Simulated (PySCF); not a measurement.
## How methods differ on the ionisation energy of Zr

Zr [Kr] 4d2 5s2 (3F) → Zr+ [Kr] 4d2 5s1 (4F), as a difference of total energies. Computed with PySCF 2.14 in cc-pVDZ-PP with ECP28MDF, with a scalar-relativistic core potential. Correlated levels: valence: 4s2 4p6 frozen. The calculations carry no spin-orbit coupling.

Task: Order these methods by the ionisation energy they give, lowest first.
A. UHF
B. PBE
C. MP2 (valence)
D. SCS-MP2 (valence)

Result: A (5.228 eV), C (6.046 eV), D (6.211 eV), B (6.464 eV).

Errors of the correlated levels include the incompleteness of this basis and the frozen core.

MP2 underrates the near-degeneracy of ns² with np² in the lower species.

For comparison: 6.639 eV (measured; NIST levels, between the centres of gravity of the two terms).
